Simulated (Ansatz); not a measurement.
Molecule: C4H7Cl2 (charge 0, doublet). It need not be the lowest isomer of its formula. 
Structure (B3LYP-D3(BJ)/def2-TZVP (Ansatz, an electronic-structure program) minimum search):
SMILES: C([C](C)Cl)CCl
```xyz
13

C     -1.8919     0.7568     0.0792
C     -0.9605    -0.3360     0.4482
C      0.2839    -0.1588     1.2440
C      1.5582     0.0354     0.4244
Cl     1.5103     1.5595    -0.5452
Cl    -1.0557    -1.7900    -0.4952
H     -1.6223     1.2119    -0.8824
H     -2.9178     0.3923    -0.0068
H     -1.8603     1.5445     0.8334
H      0.4523    -1.0440     1.8692
H      0.1560     0.6949     1.9129
H      1.6960    -0.7756    -0.2857
H      2.4301     0.1088     1.0701
```
Charge 0, spin multiplicity 2.

Basis-set convergence of Hartree-Fock and CCSD(T) correlation energies (hartree) with Ansatz. Valence correlation only, unless marked. Open shells are spin-unrestricted. Spin-orbit coupling is left out. Non-relativistic.

```tsv
basis	functions	E(HF)	E(corr, CCSD(T))
cc-pV(D+d)Z	137	-1074.53743	-0.91987
cc-pV(T+d)Z	296	-1074.60983	-1.15884
cc-pV(Q+d)Z	558	-1074.62681	-1.23521
```

Extrapolating the two largest sets (X = 3 and 4) as X^-3: E(corr) = (64·(-1.23521) - 27·(-1.15884))/37 = -1.2909 Eh, an estimate of the basis-set limit. The largest set recovers 95.7 % of it, the smallest 71.3 %.
